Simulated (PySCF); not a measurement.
# Cost of response and excited-state runs on `O=C([C@H](OCC=C)C)OC`, C$_{7}$H$_{12}$O$_{3}$

Molfile (atoms numbered from 1):
```
C7H12O3
     RDKit          3D

 22 21  0  0  0  0  0  0  0  0999 V2000
    2.9650    1.3626    0.1492 C   0  0  0  0  0  0  0  0  0  0  0  0
    2.6270    0.0874    0.1732 C   0  0  0  0  0  0  0  0  0  0  0  0
    1.8570   -0.6043   -0.9145 C   0  0  0  0  0  0  0  0  0  0  0  0
    0.8292   -1.4426   -0.4155 O   0  0  0  0  0  0  0  0  0  0  0  0
   -0.2185   -0.7747    0.2416 C   0  0  2  0  0  0  0  0  0  0  0  0
   -1.0899   -1.8316    0.9212 C   0  0  0  0  0  0  0  0  0  0  0  0
   -1.0886    0.0345   -0.7211 C   0  0  0  0  0  0  0  0  0  0  0  0
   -1.0067    0.0377   -1.9187 O   0  0  0  0  0  0  0  0  0  0  0  0
   -1.9893    0.7518   -0.0363 O   0  0  0  0  0  0  0  0  0  0  0  0
   -2.9036    1.5147   -0.8144 C   0  0  0  0  0  0  0  0  0  0  0  0
    3.5388    1.8175    0.9388 H   0  0  0  0  0  0  0  0  0  0  0  0
    2.6930    2.0027   -0.6745 H   0  0  0  0  0  0  0  0  0  0  0  0
    2.9035   -0.5477    1.0048 H   0  0  0  0  0  0  0  0  0  0  0  0
    1.4565    0.1239   -1.6293 H   0  0  0  0  0  0  0  0  0  0  0  0
    2.5207   -1.2908   -1.4508 H   0  0  0  0  0  0  0  0  0  0  0  0
    0.1773   -0.0734    0.9957 H   0  0  0  0  0  0  0  0  0  0  0  0
   -1.4952   -2.5033    0.1690 H   0  0  0  0  0  0  0  0  0  0  0  0
   -0.4817   -2.4106    1.6102 H   0  0  0  0  0  0  0  0  0  0  0  0
   -1.9011   -1.3530    1.4612 H   0  0  0  0  0  0  0  0  0  0  0  0
   -2.3694    2.2617   -1.4041 H   0  0  0  0  0  0  0  0  0  0  0  0
   -3.5758    1.9938   -0.1077 H   0  0  0  0  0  0  0  0  0  0  0  0
   -3.4586    0.8633   -1.4919 H   0  0  0  0  0  0  0  0  0  0  0  0
  1  2  2  0
  2  3  1  0
  3  4  1  0
  4  5  1  0
  5  6  1  0
  5  7  1  0
  7  8  2  0
  7  9  1  0
  9 10  1  0
  1 11  1  0
  1 12  1  0
  2 13  1  0
  3 14  1  0
  3 15  1  0
  5 16  1  1
  6 17  1  0
  6 18  1  0
  6 19  1  0
 10 20  1  0
 10 21  1  0
 10 22  1  0
M  END
```

PySCF with density fitting, on 1 thread of an Arm Neoverse V1, shared host. Command: `OMP_NUM_THREADS=1 python excited_run.py task.json out`

Q: How long does this run take, and how much memory?
- excited states, wB97X-D/def2-SVP; Tamm-Dancoff; spin-orbit couplings; 6 states; 6 triplets; quadratic response for 4 states; writes grids

A: 
```
           run             level  basis functions  wall time  peak memory (GiB)
excited states  wB97X-D/def2-SVP              200       71 s               0.96
```
Times from a shared host are rough.
